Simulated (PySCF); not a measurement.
Job for PySCF: R-M06-2X/def2-TZVPP on CH5BOSe (SMILES COB[SeH]), a point of a torsion scan.

```python
from pyscf import gto, dft

mol = gto.M(
    atom='''
    C    -1.08346465   -0.82043041   -0.06182225
    O    -0.33573073    0.15388247   -0.74193143
    B     0.37534479    1.15558439   -0.27908426
    Se    0.06464304    2.14371094    1.37761309
    H    -0.59652140   -1.78668527   -0.21017637
    H    -2.08828495   -0.85604998   -0.48875719
    H    -1.15395002   -0.61172953    1.01191521
    H     1.15019913    1.64456222   -1.00825619
    H    -1.02009373    1.36496434    1.92759851
    ''',
    basis='def2-tzvpp',
    charge=0, spin=0, verbose=4, max_memory=1800)
mf = dft.RKS(mol, xc='m062x').density_fit(auxbasis='def2-universal-jkfit')
mf.grids.level = 4
mf.conv_tol = 1e-9
mf.max_cycle = 150
mf.kernel()
mf.dip_moment()
```

Program output:

```
PySCF version 2.14.0

[INPUT] verbose = 4
[INPUT] num. atoms = 9
[INPUT] num. electrons = 58
[INPUT] charge = 0
[INPUT] spin (= nelec alpha-beta = 2S) = 0
[INPUT] symmetry False subgroup None
[INPUT] Mole.unit = angstrom
[INPUT] Symbol           X                Y                Z      unit          X                Y                Z       unit  Magmom
[INPUT]  1 C     -1.083464650000  -0.820430410000  -0.061822250000 AA   -2.047451454148  -1.550388779165  -0.116827120904 Bohr   0.0
[INPUT]  2 O     -0.335730730000   0.153882470000  -0.741931430000 AA   -0.634439131300   0.290795723672  -1.402047205907 Bohr   0.0
[INPUT]  3 B      0.375344790000   1.155584390000  -0.279084260000 AA    0.709298855382   2.183738010923  -0.527392817077 Bohr   0.0
[INPUT]  4 Se     0.064643040000   2.143710940000   1.377613090000 AA    0.122157641459   4.051026566834   2.603311445716 Bohr   0.0
[INPUT]  5 H     -0.596521400000  -1.786685270000  -0.210176370000 AA   -1.127262073442  -3.376345831095  -0.397175777155 Bohr   0.0
[INPUT]  6 H     -2.088284950000  -0.856049980000  -0.488757190000 AA   -3.946286625551  -1.617700011139  -0.923617230512 Bohr   0.0
[INPUT]  7 H     -1.153950020000  -0.611729530000   1.011915210000 AA   -2.180649499236  -1.156001274009   1.912242608182 Bohr   0.0
[INPUT]  8 H      1.150199130000   1.644562220000  -1.008256190000 AA    2.173561344413   3.107772190607  -1.905328062497 Bohr   0.0
[INPUT]  9 H     -1.020093730000   1.364964340000   1.927598510000 AA   -1.927697771086   2.579408772398   3.642633262020 Bohr   0.0

nuclear repulsion = 228.57052273496
number of shells = 79
number of NR pGTOs = 321
number of NR cGTOs = 211
basis = def2-tzvpp
ecp = {}


******** <class 'pyscf.df.df_jk.DFRKS'> ********
method = DFRKS
initial guess = minao
damping factor = 0
level_shift factor = 0
DIIS = <class 'pyscf.scf.diis.CDIIS'>
diis_start_cycle = 1
diis_space = 8
diis_damp = 0
SCF conv_tol = 1e-09
SCF conv_tol_grad = None
SCF max_cycles = 150
direct_scf = False
XC library pyscf.dft.libxc version 7.1.2
    S. Lehtola, C. Steigemann, M. J. T. Oliveira, and M. A. L. Marques,  SoftwareX 7, 1–5 (2018)
XC functionals = m062x
    Y. Zhao and D. G. Truhlar,  Theor. Chem. Acc. 120, 215 (2008)
    Y. Zhao and D. G. Truhlar,  Theor. Chem. Acc. 120, 215 (2008)
radial grids:
    Treutler-Ahlrichs [JCP 102, 346 (1995); DOI:10.1063/1.469408] (M4) radial grids

becke partition: Becke, JCP 88, 2547 (1988); DOI:10.1063/1.454033
pruning grids: <function nwchem_prune>
grids dens level: 4
symmetrized grids: False
atomic radii adjust function: <function treutler_atomic_radii_adjust>
small_rho_cutoff = 0
Set gradient conv threshold to 3.16228e-05
Initial guess from minao.
tot grids = 193704
******** <class 'pyscf.df.df.DF'> ********
auxbasis = def2-universal-jkfit
init E= -2542.37448684734
  HOMO = -0.303572194620217  LUMO = -0.0431062909772514  gap/eV = 7.08764
cycle= 1 E= -2542.75465102776  delta_E= -0.38  |g|= 0.536  |ddm|= 2.24
  HOMO = -0.283453263271407  LUMO = 0.0305212926701232  gap/eV = 8.54368
cycle= 2 E= -2542.73981275582  delta_E= 0.0148  |g|= 0.646  |ddm|= 0.645
  HOMO = -0.300280747169275  LUMO = 0.0212298139456225  gap/eV = 8.74875
cycle= 3 E= -2542.80906749371  delta_E= -0.0693  |g|= 0.0637  |ddm|= 0.331
  HOMO = -0.306441259186316  LUMO = 0.0225387333927794  gap/eV = 8.95200
cycle= 4 E= -2542.80984839647  delta_E= -0.000781  |g|= 0.018  |ddm|= 0.0577
  HOMO = -0.305362450079933  LUMO = 0.0223129272430899  gap/eV = 8.91650
cycle= 5 E= -2542.80994681075  delta_E= -9.84e-05  |g|= 0.00627  |ddm|= 0.0222
  HOMO = -0.305343450657302  LUMO = 0.0226358929396697  gap/eV = 8.92477
cycle= 6 E= -2542.8099553591  delta_E= -8.55e-06  |g|= 0.00101  |ddm|= 0.00477
  HOMO = -0.305239071654955  LUMO = 0.0226758205829254  gap/eV = 8.92302
cycle= 7 E= -2542.80995568156  delta_E= -3.22e-07  |g|= 0.000333  |ddm|= 0.00147
  HOMO = -0.305284814871314  LUMO = 0.0226735119241186  gap/eV = 8.92420
cycle= 8 E= -2542.80995571925  delta_E= -3.77e-08  |g|= 7.39e-05  |ddm|= 0.000468
  HOMO = -0.305276541769389  LUMO = 0.0226720975251142  gap/eV = 8.92394
cycle= 9 E= -2542.80995572227  delta_E= -3.02e-09  |g|= 2.01e-05  |ddm|= 0.000139
  HOMO = -0.305276395135155  LUMO = 0.0226758132026514  gap/eV = 8.92403
cycle= 10 E= -2542.8099557225  delta_E= -2.33e-10  |g|= 9.67e-06  |ddm|= 3.49e-05
  HOMO = -0.305276992255975  LUMO = 0.0226733630213745  gap/eV = 8.92398
Extra cycle  E= -2542.80995572252  delta_E= -2.09e-11  |g|= 8.46e-06  |ddm|= 1.76e-05
converged SCF energy = -2542.80995572252
Dipole moment(X, Y, Z, Debye): -1.19950, -1.92483,  0.39769
```

The calculation finished and met its thresholds.

Cost: roughly 60 core-seconds.
